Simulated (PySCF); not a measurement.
Several molecules and their computed UV-vis stick spectra, shuffled. Method used: PySCF 2.14.0, density-fitted response routines, TDDFT wB97X-D/def2-SVPD, vertical, gas phase, core orbitals frozen in the response. Geometries: GFN2-xTB; one conformer of each isolated species. Triplets are in the Tamm–Dancoff approximation.

A. `C1CC=C(C=C1)CO`
B. `c1cc(sc1)[SiH2][SiH3]`
C. `Fc1ccc(Cl)cp1`

Lowest singlet levels (six at most, fewer where fewer were computed) with oscillator strengths:

1. 5.50 eV (f 0.223); 5.78 eV (f 0.093); 6.22 eV (f 0.002); 6.41 eV (f 0.001); 6.52 eV (f 0.008); 6.69 eV (f 0.009); T1 3.76 eV
2. 4.94 eV (f 0.111); 6.28 eV (f 0.023); 6.48 eV (f 0.034); 7.00 eV (f 0.008); 7.11 eV (f 0.024); 7.11 eV (f 0.003); T1 3.10 eV
3. 4.54 eV (f 0.030); 5.18 eV (f 0.062); 5.33 eV (f 0.019); 5.94 eV (f 0.382); 6.12 eV (f 0.000); 6.42 eV (f 0.349); T1 3.17 eV

Question: Which spectrum belongs to which structure?

Answer: 1 = B, 2 = A, 3 = C.
- A: S1 at 4.94 eV, HOMO→LUMO (98%); Löwdin shares by element: HOMO carbon 76% or more (atoms not listed hold the other 24%); LUMO carbon 74% or more (atoms not listed hold the other 26%); HOMO -8.09 and LUMO 1.01 eV.
- B: S1 at 5.50 eV, HOMO→LUMO (91%); Löwdin shares by element: HOMO carbon 76% (atoms not listed hold the other 24%); LUMO carbon 52% or more, sulfur 19% (atoms not listed hold the other 29%); HOMO -8.68 and LUMO 0.85 eV.
- C: S1 at 4.54 eV, HOMO→LUMO (65%), HOMO-1→LUMO (13%), HOMO→LUMO+1 (12%); Löwdin shares by element: HOMO carbon 33% or more, phosphorus 19%, chlorine 15% (atoms not listed hold the other 32%); LUMO carbon 46% or more, phosphorus 34% (atoms not listed hold the other 20%); HOMO -9.08 and LUMO -0.43 eV; point group Cs, 1 of its 6 listed states under f = 0.0005.
